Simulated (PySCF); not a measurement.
Molecule: SMILES FB(N)F, BF$_{2}$H$_{2}$N.

Bonds (- single, = double, # triple, : aromatic): N1-B2 1.394 Å, B2-F3 1.330 Å, B2-F4 1.330 Å. N1 carries H5, H6.

Spin–spin couplings on one PBE0-D3(BJ)/def2-SVP geometry, PySCF 2.14, gas phase, non-relativistic, equivalent pairs averaged; isotopes ¹¹B, ¹⁹F, ¹⁵N, ¹H; functional B3LYP.

How do the couplings (Hz) change with the basis set? Times are CPU seconds on shared hosts with different chips, so compare them loosely. Far from the basis limit: pcJ-0, 6-31G*, def2-TZVP, cc-pVTZ.

## Answers


| basis set | functions | ¹J(B2,F3) | ¹J(N1,H5) | ¹J(N1,B2) | ²J(F3,F4) | ²J(N1,F3) | ²J(H5,H6) | ³J(F3,H5) | core-s |
| --- | --- | --- | --- | --- | --- | --- | --- | --- | --- |
| pcJ-0 | 58 | -181.8 | -74.6 | -39.1 | -289.5 | -3.9 | -3.3 | 3.2 | 2.9 |
| 6-31G* | 60 | 8.9 | -83.3 | -50.0 | -60.2 | -15.2 | -3.8 | 2.8 | 4.8 |
| pcJ-1 | 128 | -75.6 | -89.6 | -52.0 | -127.5 | -14.6 | -2.5 | 6.7 | 7.9 |
| def2-TZVP | 136 | -72.9 | -83.1 | -54.9 | -141.3 | -14.5 | -4.2 | 5.7 | 8.2 |
| cc-pVTZ | 148 | -102.9 | -76.1 | -56.0 | -138.2 | -16.1 | -3.7 | 5.1 | 13 |
| aug-cc-pVTZ-J | 224 | -60.5 | -90.6 | -53.0 | -113.8 | -15.2 | -2.3 | 7.8 | 17 |
| pcJ-2 | 252 | -61.4 | -89.7 | -52.1 | -123.9 | -14.6 | -2.1 | 7.6 | 22 |

The Fermi-contact term samples the wavefunction at the nucleus, which is why sets with added tight s functions (names with J) are made for couplings.
